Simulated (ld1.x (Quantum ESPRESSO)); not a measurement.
## K (Z = 19): excitation energies, all-electron against TM

- Element: potassium (K)
- Generator: ld1.x (Quantum ESPRESSO) 7.5
- Type: norm-conserving Troullier–Martins (Kleinman–Bylander form)
- Functional: PBE
- Relativity: scalar-relativistic
- Frozen core: [Ar]
- Valence charge: 1
- Reference configuration: 3d0 4s0 4p1
- Partial waves: 4p (bound): rc 3.45 bohr; 3d (bound, empty): rc 4.20 bohr; 4s (bound, empty): rc 3.30 bohr
- Local potential: the s channel
- Core correction: a·sin(br)/r model core, default radius (core density twice the valence density)

Energies are relative to the spin-unpolarised reference configuration 3d0 4s0 4p1; without spin polarisation the order of configurations can differ from experiment.

```
valence configuration  charge  ΔE all-electron (eV)  error AE − PS (meV)
          3d0 4s1 4p0       0                -1.553                  +32
      3d0.5 4s0.5 4p0       0                -0.335                  +11
```

Question: What are ΔE and the potential's error for 3d1 4s0 4p0?

Answer: ΔE = 0.904 eV all-electron; the error (AE − PS) is +13 meV.

Question: What are ΔE and the potential's error for 3d0 4s0.5 4p0?

Answer: ΔE = 0.089 eV all-electron; the error (AE − PS) is +7.0 meV.
